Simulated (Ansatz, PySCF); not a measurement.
C2H5ClGeO, SMILES [Cl][GeH]1[CH2]O[CH2]1. Atoms are numbered in the order given.

```xyz
10

Cl    -0.4812     1.9579     0.0000
Ge     0.5859     0.0519     0.0000
C     -0.1496    -1.4067     1.1470
O     -0.2129    -2.2614     0.0000
C     -0.1496    -1.4067    -1.1470
H      2.0926     0.3884     0.0000
H      0.4717    -1.8539     1.9385
H     -1.1476    -1.1630     1.5560
H     -1.1476    -1.1630    -1.5560
H      0.4717    -1.8539    -1.9385
```

Coordinates come from a B3LYP-D3(BJ)/def2-SVP optimisation. This is a generated structure with no PubChem entry under its InChIKey; it may be hypothetical.

Two levels are set side by side: PBE-D3(BJ)/def2-SVP (Ansatz, a first-principles code) and B3LYP-D3(BJ)/def2-SVP (Ansatz). Each level has its own optimised geometry; the coordinates shown are those of the second. Frequencies come from the Hessian of PySCF at each geometry. Differences are taken from unrounded values.

| quantity | B3LYP-D3(BJ) | PBE-D3(BJ) | PBE-D3(BJ) minus B3LYP-D3(BJ) |
|---|---|---|---|
| mean bond length (Å) | 1.500 | 1.508 | 0.008 |
| bond Cl1–Ge2 (Å) | 2.184 | 2.190 | 0.006 |
| bond Ge2–C3 (Å) | 1.996 | 2.004 | 0.008 |
| bond Ge2–C5 (Å) | 1.996 | 2.004 | 0.008 |
| bond C3–O4 (Å) | 1.432 | 1.437 | 0.005 |
| bond O4–C5 (Å) | 1.432 | 1.437 | 0.005 |
| bond Ge2–H6 (Å) | 1.544 | 1.557 | 0.013 |
| bond C3–H7 (Å) | 1.101 | 1.109 | 0.008 |
| bond C3–H8 (Å) | 1.106 | 1.116 | 0.010 |
| bond C5–H9 (Å) | 1.106 | 1.116 | 0.010 |
| bond C5–H10 (Å) | 1.101 | 1.109 | 0.008 |
| highest harmonic wavenumber (cm⁻¹) | 3106 | 3050 | -56 |
| mean harmonic wavenumber (cm⁻¹) | 1225 | 1191 | -34 |
| zero-point energy (kcal/mol) | 42.03 | 40.85 | -1.18 |

Exact exchange shortens and stiffens bonds; PBE has none. Differences between two approximate levels are no errors against the true value.
